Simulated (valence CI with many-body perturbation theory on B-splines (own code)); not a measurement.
# Energy levels of Sb46+

Level of theory: configuration interaction combined with many-body perturbation theory (CI+MBPT): three valence electrons over a frozen Dirac-Fock core [He], a basis of 11 s, 11 p, 9 d, 7 f, 5 g, 2 h, 1 i functions for each j, with the one-electron correlation potential Σ1, the two-electron term Σ2, the three-electron term Σ3, Breit, model QED; selected CI, second order for the rest (own B-spline code, finite nucleus).

No measured spectrum was set against this ion. As an estimate, large intervals hold to a few tenths of a per cent, small ones and those within an open d or f shell to about a per cent.

Levels 46 to 90 of 100, with energies above the lowest level, (2s^2 2p1/2) J=1/2. "Leading %" is the weight of the configuration and term that name the level; weights of strongly mixed levels are sums over their largest components and can fall short. In the jj column 3d3/2^4 stands for four electrons in 3d with j = 3/2. Lifetimes count E1, E2, E3, M1 and M2 decay at the calculated energies, and are blank where another channel may lead or the interval is too uncertain; long ones can be off by a factor of two.

```csv
No.,Configuration,Term,J,E (Ry),Leading %,Leading jj,Second component,Lifetime
46,2s.2p.3s,2P°,1/2,367.98,92,2s 2p3/2 3s (98 %),7 % 2s.2p.3s 4P°,14.1 fs
47,2s.2p.3s,2P°,3/2,368.23,84,2s 2p3/2 3s (96 %),13 % 2s.2p.3s 4P°,29.2 fs
48,2p2.3d,2D,3/2,368.73,38,2p1/2^2 3d3/2 (97 %),35 % 2p2.3d 4F,16.4 fs
49,2p2.3d,2D,5/2,371.09,31,2p1/2^2 3d5/2 (97 %),20 % 2p2.3d 4D,3.40 fs
50,2s.2p.3p,2P,1/2,371.82,56,2s 2p3/2 3p1/2 (96 %),21 % 2s.2p.3p 2S,14.8 fs
51,2s.2p.3p,2D,3/2,371.91,61,2s 2p3/2 3p1/2 (93 %),26 % 2s.2p.3p 2P,13.6 fs
52,2s.2p.3p,4D,7/2,372.55,100,2s 2p3/2 3p3/2 (100 %),,2.71 ps
53,2s.2p.3p,2P,3/2,372.84,44,2s 2p3/2 3p3/2 (91 %),33 % 2s.2p.3p 4S,15.9 fs
54,2s.2p.3p,4P,5/2,373.75,44,2s 2p3/2 3p3/2 (92 %),43 % 2s.2p.3p 2D,11.1 fs
55,2s.2p.3p,2S,1/2,373.78,43,2s 2p3/2 3p3/2 (84 %),26 % 2s.2p.3p 2P,7.20 fs
56,2p2.3s,4P,3/2,375.67,83,2p1/2 2p3/2 3s (92 %),8 % 2p2.3s 2P,34.9 fs
57,2s.2p.3d,4D°,5/2,375.99,46,2s 2p3/2 3d3/2 (97 %),21 % 2s.2p.3d 4F°,2.63 fs
58,2s.2p.3d,4P°,3/2,376.17,42,2s 2p3/2 3d3/2 (94 %),40 % 2s.2p.3d 4D°,2.25 fs
59,2s.2p.3d,4P°,1/2,376.28,79,2s 2p3/2 3d3/2 (92 %),12 % 2s.2p.3d 4D°,2.44 fs
60,2s.2p.3d,4F°,7/2,376.32,47,2s 2p3/2 3d3/2 (80 %),34 % 2s.2p.3d 4D°,3.29 fs
61,2p2.3s,2D,5/2,376.47,37,2p1/2 2p3/2 3s (58 %),25 % 2s.2p.3p 2D,52.0 fs
62,2p2.3s,2P,1/2,376.66,55,2p1/2 2p3/2 3s (82 %),28 % 2p2.3s 4P,12.7 fs
63,2s.2p.3d,4F°,9/2,376.86,100,2s 2p3/2 3d5/2 (100 %),,107 ps
64,2p2.3s,2D,3/2,376.96,50,2p1/2 2p3/2 3s (80 %),26 % 2p2.3s 2P,20.8 fs
65,2s.2p.3p,2D,5/2,377.92,51,2s 2p3/2 3p3/2 (64 %),19 % 2p2.3s 2D,16.4 fs
66,2s.2p.3d,2D°,5/2,378.09,45,2s 2p3/2 3d5/2 (99 %),32 % 2s.2p.3d 4P°,3.60 fs
67,2s.2p.3d,2D°,3/2,378.37,42,2s 2p3/2 3d5/2 (83 %),28 % 2s.2p.3d 4P°,4.00 fs
68,2s.2p.3p,2S,1/2,378.49,63,2s 2p3/2 3p3/2 (97 %),21 % 2s.2p.3p 2P,265 fs
69,2s.2p.3p,2P,3/2,378.55,48,2s 2p3/2 3p3/2 (78 %),21 % 2s.2p.3p 2D,15.3 fs
70,2p2.3p,4P°,1/2,378.67,41,2p1/2 2p3/2 3p1/2 (91 %),27 % 2p2.3p 4D°,17.3 fs
71,2s.2p.3d,2F°,7/2,378.81,70,2s 2p3/2 3d5/2 (80 %),30 % 2s.2p.3d 4D°,2.05 fs
72,2p2.3p,4D°,3/2,379.02,51,2p1/2 2p3/2 3p1/2 (91 %),20 % 2p2.3p 2D°,13.1 fs
73,2p2.3p,2F°,5/2,379.54,40,2p1/2 2p3/2 3p1/2 (84 %),25 % 2p2.3p 2D°,4.27 fs
74,2s.2p.3d,2P°,1/2,379.64,77,2s 2p3/2 3d5/2 (93 %),16 % 2s.2p.3d 4D°,2.61 fs
75,2s.2p.3d,2F°,5/2,381.02,58,2s 2p3/2 3d3/2 (83 %),10 % 2s.2p.3d 4F°,4.80 fs
76,2s.2p.3d,2D°,3/2,381.03,64,2s 2p3/2 3d3/2 (83 %),23 % 2s.2p.3d 2P°,2.53 fs
77,2s.2p.3d,2P°,1/2,381.36,87,2s 2p3/2 3d3/2 (95 %),11 % 2s.2p.3d 4D°,3.13 fs
78,2p2.3p,2P°,3/2,381.59,39,2p1/2 2p3/2 3p1/2 (95 %),26 % 2p2.3p 2D°,8.04 fs
79,2s.2p.3d,2F°,7/2,381.90,78,2s 2p3/2 3d5/2 (96 %),10 % 2s.2p.3d 4D°,7.79 fs
80,2s.2p.3d,2D°,5/2,382.74,66,2s 2p3/2 3d5/2 (96 %),24 % 2s.2p.3d 2F°,2.04 fs
81,2s.2p.3d,2P°,3/2,382.93,79,2s 2p3/2 3d5/2 (96 %),7 % 2s.2p.3d 4D°,2.95 fs
82,2p2.3p,4D°,5/2,384.71,52,2p1/2 2p3/2 3p3/2 (99 %),34 % 2p2.3p 4P°,10.1 fs
83,2p2.3p,4P°,1/2,385.00,34,2p1/2 2p3/2 3p3/2 (98 %),33 % 2p2.3p 2P°,9.76 fs
84,2p2.3p,2D°,3/2,385.38,51,2p1/2 2p3/2 3p3/2 (98 %),26 % 2p2.3p 4P°,9.47 fs
85,2p2.3p,2F°,7/2,385.84,59,2p1/2 2p3/2 3p3/2 (97 %),38 % 2p2.3p 4D°,11.6 fs
86,2p2.3p,2P°,3/2,386.50,39,2p1/2 2p3/2 3p3/2 (99 %),28 % 2p2.3p 4S°,9.45 fs
87,2p2.3p,2D°,5/2,387.11,59,2p1/2 2p3/2 3p3/2 (97 %),19 % 2p2.3p 2F°,9.61 fs
88,2p2.3d,4F,3/2,387.51,43,2p1/2 2p3/2 3d3/2 (99 %),29 % 2p2.3d 2P,10.3 fs
89,2p2.3d,4F,5/2,387.61,54,2p1/2 2p3/2 3d3/2 (98 %),39 % 2p2.3d 2F,27.9 fs
90,2p2.3d,4D,1/2,387.76,80,2p1/2 2p3/2 3d3/2 (100 %),14 % 2p2.3d 2P,19.8 fs
```
